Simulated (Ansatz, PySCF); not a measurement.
AgCl, triplet, at a GFN2-xTB geometry (such geometries of metal compounds can be far from the true shape) (the multiplicity is a formal guess) (core potentials on Ag). Base run: HF/def2-SVP run with PySCF.

Input for PySCF:
```python
from pyscf import gto, scf

mol = gto.Mole()
mol.atom = '''
    Ag   -0.00000000   -0.00000000   -0.65923567
    Cl    0.00000000    0.00000000    1.82259273
'''
mol.basis = 'def2-svp'
mol.ecp = {'Ag': 'def2-svp'}
mol.spin = 2
mol.verbose = 4
mol.build()

mf = scf.UHF(mol)
mf.kernel()
```

The same geometry, method and basis name were run in Ansatz (an electronic-structure program) and PySCF, at each program's defaults and at the settings that a row names. The base is PySCF at its defaults. Differences at the defaults can come from grids, fitting, cores and function types together.

```
code and settings                                             ΔE vs base (µEh)  basis functions      E (Eh)  SCF cycles  dipole (D)
------------------------------------------------------------  ----------------  ---------------  ----------  ----------  ----------
PySCF, defaults (exact integrals, spherical functions)                     0.0               49  -605.38088          14        3.15
Ansatz, defaults (factorised integrals, spherical functions)              11.2               49  -605.38086           -           -
PySCF, density fitting with def2-universal-jkfit                          47.3               49  -605.38083          14        3.15
Ansatz, high accuracy                                                      0.0               49  -605.38088           -           -
```

Open shells are given as the SCF converged; they aren't shown to be the lowest states, and a large step between rows can be another state.
